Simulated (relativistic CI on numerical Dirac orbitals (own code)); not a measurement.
## Sensitivity of the levels of Tl LXVI to α and to the nuclear radius

Calculated at this level of theory: Dirac-Coulomb-Breit CI, separate exchange-only KLI orbitals for each configuration, derivatives by finite differences, unscaled Slater integrals, QED left out (own radial code, finite nucleus).

CI space (outside the closed core [Ne]): 3s²3p⁴, 3s²3p³3d, 3s3p⁵, 3p⁶, 3s3p⁴3d, 3s3p³3d². Double excitations out of closed p, d and f shells are left out; levels of such configurations are missing from the list, as are those of other unlisted configurations, and high levels can miss mixing partners.

With x = (α/α₀)² − 1 an excitation energy changes as ω = ω₀ + qx; K = 2q/ω₀ is the relative enhancement. Terms are leading LS components, so labels can repeat. The field-shift factor is F = δν/δ⟨r²⟩ for the transition from the lowest level.

Lowest level 3s²3p⁴ ³P2.

| Level | ω₀ (cm⁻¹) | q (cm⁻¹) | K | F (GHz/fm²) |
| --- | --- | --- | --- | --- |
| 3s²3p⁴ ¹S0 | 198036 | 11820 | 0.119 | 2.54 |
| 3s²3p³3d ³D°2 | 2123416 | 159100 | 0.15 | 35.8 |
| 3s²3p³3d ³P°0 | 2203650 | 172700 | 0.157 | 35.5 |
| 3s²3p³3d ³D°1 | 2205726 | 172800 | 0.157 | 13.4 |
| 3s²3p³3d ³F°3 | 2207765 | 161200 | 0.146 | 42.7 |
| 3s²3p³3d ³F°4 | 3144129 | 1.161e+06 | 0.739 | 81.6 |
| 3s²3p³3d ³D°2 | 3216893 | 1.201e+06 | 0.746 | 8.14 |
| 3s²3p³3d ³D°3 | 3388173 | 1.19e+06 | 0.702 | 65.1 |
| 3s²3p³3d ³D°1 | 3492210 | 1.206e+06 | 0.691 | 56.1 |
| 3s²3p⁴ ³P1 | 4358704 | 5.629e+06 | 2.58 | -1250 |
| 3s²3p⁴ ¹D2 | 4445663 | 5.62e+06 | 2.53 | -1260 |
| 3s3p⁵ ³P°2 | 6084463 | 6.083e+06 | 2 | -13500 |
| 3s3p⁵ ¹P°1 | 6256105 | 5.951e+06 | 1.9 | -8180 |
| 3s²3p³3d ³F°2 | 6379698 | 5.769e+06 | 1.81 | -1260 |
| 3s²3p³3d ⁵D°0 | 6392271 | 5.775e+06 | 1.81 | -1240 |
| 3s²3p³3d ³D°1 | 6419209 | 5.852e+06 | 1.82 | -4070 |
| 3s²3p³3d ³G°3 | 6452464 | 5.764e+06 | 1.79 | -1210 |
| 3s²3p³3d ³G°4 | 6523138 | 5.743e+06 | 1.76 | -1200 |
| 3s²3p³3d ³F°2 | 6671457 | 5.77e+06 | 1.73 | -1370 |
| 3s²3p³3d ³D°3 | 6782354 | 5.795e+06 | 1.71 | -1230 |
| 3s²3p³3d ³D°2 | 6861872 | 5.857e+06 | 1.71 | -2720 |
| 3s²3p³3d ³S°1 | 6925651 | 5.89e+06 | 1.7 | -3100 |
| 3s²3p³3d ³D°1 | 7061817 | 5.893e+06 | 1.67 | -3690 |

At this charge energies of transitions that change n are usually good to better than 1 %, and those within a shell (Δn = 0) to a few per cent.
